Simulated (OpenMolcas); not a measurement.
**Au II: effect of the level shift or regulariser**

* Program: OpenMolcas
* Basis: ANO-RCC-VQZP [9s8p6d4f2g1h]
* Scalar Hamiltonian: DKH2, point nucleus
* Active space: 10 electrons in 6 orbitals (5d 6s)
* State averaging: 2S+1 = 1 even, 6 roots; 2S+1 = 3 even, 5 roots kept (CI in the orbitals of an earlier block)
* Spin-orbit coupling: state interaction with AMFI integrals over the reference wave functions, term energies averaged over their components

Methods on the same reference wave functions:
A. CASSCF
B. SS-CASPT2, IPEA 0.25 Eh, imaginary shift 0.1 Eh (closed shells correlated: 5s 5p)
C. SS-CASPT2, IPEA 0.25 Eh, real shift 0.2 Eh (closed shells correlated: 5s 5p)

Energies in cm-1 above 5d10 1S0, the measured ground level; measured values from NIST Handbook of Basic Atomic Spectroscopic Data.

| Level | A | B | C | Measured |
| --- | --- | --- | --- | --- |
| 5d10 1S0 | 0.0 | 0.0 | 0.0 | 0.0 |
| 5d9 6s 3D3 | 9580 | 13300 | 13280 | 15040 |
| 5d9 6s 3D2 [57 %] | 12614 | 15580 | 15570 | 17641 |
| 5d9 6s 3D1 | 22110 | 25830 | 25810 | 27766 |
| 5d9 6s 1D2 [57 %] | 25234 | 27780 | 27780 | 29621 |

Deviations, from unrounded energies. A percentage is the sum of absolute deviations over the sum of measured energies, with the sign that they share, or ± where signs differ.

| Against measurement | Levels | A | B | C |
| --- | --- | --- | --- | --- |
| mean absolute deviation (cm-1) | 4 | 5100 | 1900 | 1900 |
| other configurations (%) | 4 | -22.8 | -8.4 | -8.5 |

B, C lie about equally close to measurement and A furthest from it. The largest miss of B in the table is 5d9 6s 3D2 [57 %], by -2100 cm-1. The ranking rests on the paired levels alone, and a cruder setting can come out closer through cancelling errors.

Between B and C the level of the table that moves most is 5d9 6s 3D3, by 18 cm-1 (lowest in C, highest in B). Moves below CASPT2's spread within the term are not significant.

The mean deviations of B to C differ by less than CASPT2's widest spread within a term (52 cm-1), so their order carries little weight.

The lowest spin-free term lies below A's lowest term by 0.623 hartree in B, 0.622 hartree in C.

CASPT2 breaks the degeneracy within a term, and the mean is taken; among the terms shown or strongly mixed into the levels shown the widest spread is 52 cm-1 (5d9 6s 1D, B). Terms from blocks run as CI alone lack orbitals of their own. A single d shell beside an s shell can misplace configurations of different d count against each other. Without dynamic correlation excited terms often stand tens of per cent too high (terms of higher spin than the ground term too low), and those without a measured partner can miss by more than the paired ones (holds for A). Computed and measured levels are paired by configuration, term and J; levels that our copy of the source lacks, or whose pairing is in doubt (as where it misses far off the trend of its configuration), stay unpaired and out of the deviations. Where the source uses jj or jK labels, the order within each J decides. Levels of configurations outside the active space are missing.

A share in square brackets marks a mixed level and gives the weight of the term that names it, the lowest over the columns.
